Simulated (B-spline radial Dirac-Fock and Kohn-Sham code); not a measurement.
**Run log: Al⁶⁺**

ΔSCF core binding energies without Breit or QED terms, calculated with a radial atomic solver. Keys: rel is the Hamiltonian (dirac, or spin-free x2c and nr, where L3 and M5 stand for the whole 2p and 3d shells), method is hf or an exchange,correlation pair (spin-unpolarised, also for the hole states), nuc the nuclear model, radius_factor scales its radius, rmax is the box in bohr, h the logarithmic mesh step, order the B-spline order, points the quadrature points per cell, c_factor scales the speed of light, and damp, ndamp, maxit and tol steer the iteration. The run stops when the commutator error falls below 10·tol·max(1, Z/10), or the numerical noise floor, and the energy has settled to about 1e-8 Ha; the virial ratio is −V/T.

Input (task.json):

```json
{"items": [{"Z": 13, "q": 6, "cfg": [[1, 0, 2], [2, 0, 2], [2, 1, 3]], "A": 27, "rrms": 3.061, "do": "settings", "holes": ["K", "L3", "M5"],
  "settings": [{"rel": "dirac", "method": "hf", "nuc": "fermi", "radius_factor": 1.0, "rmax": 45.0, "h": 0.3, "order": 8, "points": 10, "c_factor": 1.0, "maxit": 74, "damp": 0.97, "ndamp": 100, "tol": 1e-08}]}]}
```

Command: `python xray2_run.py task.json out`

Ground-state iterations:

```
iter   energy (Ha)        error
   1     -220.22390434  6.89e-01
   2     -223.22624739  8.26e-02
   3     -223.22877723  7.98e-02
   4     -223.23114240  7.71e-02
   5     -223.23335361  7.45e-02
   6     -223.23542089  7.20e-02
   7     -223.23735363  6.95e-02
   8     -223.23916058  6.72e-02
   9     -223.24084994  6.49e-02
  10     -223.24242935  6.27e-02
  11     -223.24390598  6.06e-02
  12     -223.24528653  5.85e-02
  13     -223.24657724  5.66e-02
  14     -223.24778396  5.47e-02
  15     -223.24891216  5.28e-02
  23     -223.25565960  4.01e-02
  31     -223.25959876  3.05e-02
  39     -223.26189856  2.32e-02
  47     -223.26324132  1.77e-02
  55     -223.26402538  1.34e-02
  63     -223.26448324  1.02e-02
  71     -223.26475066  7.76e-03
  74     -223.26481925  7.00e-03
```

The ground state had not converged after 74 iterations, with total energy -223.26482 Ha, virial ratio 1.99456 and highest orbital energy -237.84 eV. ΔSCF binding energies: K (1s) 1763.3 eV (not all states converged, so these are not final). Holes are computed only in closed shells, and unreliable hole states are left out.

Question: One setting is unsound. Which, and why?

Answer: damp is so close to 1 that the orbitals hardly move in each step. With the default settings (Dirac Hartree-Fock): The ground state converged in 8 iterations, with total energy -223.26513 Ha, virial ratio 1.99598 and highest orbital energy -238.02 eV. ΔSCF binding energies: K (1s) 1763.3 eV. Holes are computed only in closed shells, and unreliable hole states are left out.
